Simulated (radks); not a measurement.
Q: These are the eigenvalues of the occupied orbitals of an atom or ion with whole-number occupations (eV). Method: Dirac Kohn-Sham, BP86, spin-unpolarised, spherical densities, finite nucleus; Fermi nuclear charge, rms radius of each element as measured or else 0.836 A^(1/3) + 0.57 fm; computed with a radial shooting solver on a logarithmic mesh with Libxc functionals.

| orbital | eigenvalue |
|---|---|
| 1s1/2 | -63151.83 |
| 2s1/2 | -10743.45 |
| 2p1/2 | -10256.29 |
| 2p3/2 | -9138.393 |
| 3s1/2 | -2434.620 |
| 3p1/2 | -2218.622 |
| 3p3/2 | -1980.204 |
| 3d3/2 | -1612.754 |
| 3d5/2 | -1560.707 |
| 4s1/2 | -484.5342 |
| 4p1/2 | -396.5101 |
| 4p3/2 | -342.2546 |
| 4d3/2 | -197.3779 |
| 4d5/2 | -187.4740 |
| 5s1/2 | -60.8474 |
| 5p1/2 | -36.5398 |
| 5p3/2 | -29.6658 |
| 4f5/2 | -10.3916 |
| 4f7/2 | -8.8689 |
| 6s1/2 | -4.7474 |
| 5d3/2 | -1.9981 |

Which element is it, and in what charge state? The configuration may be excited. Open shells, if any, fill j = l - 1/2 first.

A: Z = 71, lutetium, charge 0: Lu in [Xe] 4f14 5d1 6s2. The list shows which subshells hold electrons but not how many an open one holds; the 1s level, -2320.8 hartree, gives Z - s = 68.1 by -(Z - s)^2/2, which with screening and relativity narrows Z to a few neighbours, and the depths of the outer levels then fix element, charge and occupations together.
